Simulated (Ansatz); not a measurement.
The first iterations of a band of CH₇AlFGeN (12 atoms, charge 0, multiplicity 1).

These are results of Ansatz 0.2.0, RHF/def2-SVP, not measurements.

| Item | Value |
| --- | --- |
| movable images | 8 |
| climbing image | no |
| spring | 5.0 eV/Å² |
| optimiser | quadratic models (default) |
| start path | through a guess of the saddle point |
| force threshold | 0.05 eV/Å |
| iteration limit | 60 |
| end points | relaxed |

First end point:

```xyz
12
Properties=species:S:1:pos:R:3
F -1.582 -0.442 -0.701
C -0.363 0.287 -0.649
Al -0.995 2.181 -0.769
N 0.377 -0.032 0.510
Ge 1.066 -1.723 0.797
H 0.185 -0.058 -1.526
H -1.386 2.890 0.588
H -1.116 2.912 -2.162
H 0.059 0.437 1.338
H 2.162 -1.590 1.862
H 0.018 -2.732 1.286
H 1.652 -2.185 -0.540
```

Last end point:

```xyz
12
Properties=species:S:1:pos:R:3
F -1.218 -0.998 -0.625
C -0.532 0.078 -0.367
Al -1.062 2.038 -1.073
N 0.501 -0.177 0.361
Ge 1.058 -1.876 1.036
H -0.993 1.867 -2.662
H -2.495 2.277 -0.404
H 0.188 2.789 -0.379
H 1.040 0.648 0.568
H 2.317 -1.529 1.821
H -0.063 -2.402 1.919
H 1.337 -2.770 -0.163
```

| iteration | highest image above the first end (eV) | largest band force component (eV/Å) |
| --- | --- | --- |
| 1 | 5.645 | 18.646 |
| 2 | 3.939 | 4.727 |
| 3 | 2.859 | 2.878 |
| 4 | 2.087 | 3.736 |
| 5 | 1.711 | 0.977 |
| 6 | 1.288 | 1.315 |
| 7 | 1.292 | 1.173 |
| 8 | 1.294 | 0.834 |

Q: Does the band converge within its limit, and where does its top end?

A: It converged. It ended after 26 iterations with the highest image 0.654 eV above the first end. The profile has 2 maxima (images 3, 6) with wells between them (image 4): this band takes more than one step, which may be the mechanism or a detour left from its start path. No image climbed, so the highest image needn't sit at the top of the path. The orbitals stay closed-shell, which can raise the energy where a bond breaks towards radicals; this wasn't checked here.

Run time: 5.3 min on 2 threads of Intel(R) Xeon(R) 6975P-C (Granite Rapids) (shared host), peak memory 0.37 GiB.
